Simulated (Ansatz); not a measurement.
`C[NH][AlH2]` + `CB[SiH]1C[SiH2]1` → `[AlH2][SiH]1C[SiH2]1` + `CBNC`  (redistribution)

Calculated with Ansatz (gas phase, PBE0-D4/def2-TZVP geometries, no zero-point term in ΔE). CCSD(T)/CBS adds triple-zeta CCSD(T) − MP2 to the extrapolated MP2 energy (def2 sets, frozen cores). Functionals use def2-TZVPP. B3LYP here is the variant with VWN-RPA as its local correlation; programs differ in this. Each species was taken in one conformer, which may not be the lowest.

| level | ΔE (kJ/mol) | difference from CCSD(T)/CBS |
| --- | --- | --- |
| PBE-D4 | -72.3 | -2.6 |
| r2SCAN-D4 | -70.7 | -1.0 |
| B3LYP-D4 | -71.2 | -1.5 |
| ωB97M-V | -70.3 | -0.6 |
| B2PLYP | -70.1 | -0.4 |
| r2SCAN | -71.4 | -1.7 |
| PBE0 | -78.5 | -8.8 |
| B3LYP | -74.8 | -5.1 |
| SCS-MP2/def2-TZVPP | -63.3 | 6.4 |
| HF/def2-QZVPP | -92.4 | -22.7 |
| CCSD(T)/CBS | -69.7 | 0 |

Largest T1 diagnostic among the species: 0.015.

From PBE to PBE0 (25 % exact exchange), in def2-TZVPP and without D4, ΔE moves by −4.0 kJ/mol. The D4 term adds +3.7 kJ/mol with B3LYP and +2.0 kJ/mol with PBE0; it sums over pairs of atoms, weighted by their polarisabilities, and B3LYP, whose exchange is more repulsive, gets the larger term. In def2-TZVPP, CCSD(T) changes the Hartree–Fock value by +22.9 kJ/mol (the triples alone add +3.0 kJ/mol) and MP2 by +34.2 kJ/mol.
